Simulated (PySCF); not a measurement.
## Xe²⁺: ionisation energy

Xe²⁺ [Kr] 4d10 5s2 5p4 (3P) → Xe³⁺ [Kr] 4d10 5s2 5p3 (4S), as a difference of total energies. Calculation: PySCF 2.14, in aug-cc-pwCVTZ-DK3 (10s9p7d4f1g, 109 functions); the spin-free X2C one-electron Hamiltonian (Gaussian nucleus). Correlated levels: valence and next inner shell: [Ar] 3d10 frozen. The calculations carry no spin-orbit coupling.

```tsv
method	ionisation energy (eV)
UHF	29.373
MP2 (valence and next inner shell)	30.272
SCS-MP2 (valence and next inner shell)	30.281
CCSD (valence and next inner shell)	30.347
CCSD(T) (valence and next inner shell)	30.385
```

Q: How much does correlation contribute at CCSD(T) (valence and next inner shell)?

A: 30.385 − (29.373) = 1.012 eV, measured against UHF.

A first-order spin-orbit estimate (lowest level to lowest level, LS coupling) adds 0.453 eV.

Errors of the correlated levels include the incompleteness of this basis and the frozen core.

For comparison: 31.05 ± 0.04 eV (semi-empirical (NIST evaluation); NIST Atomic Spectra Database, ionization energies).
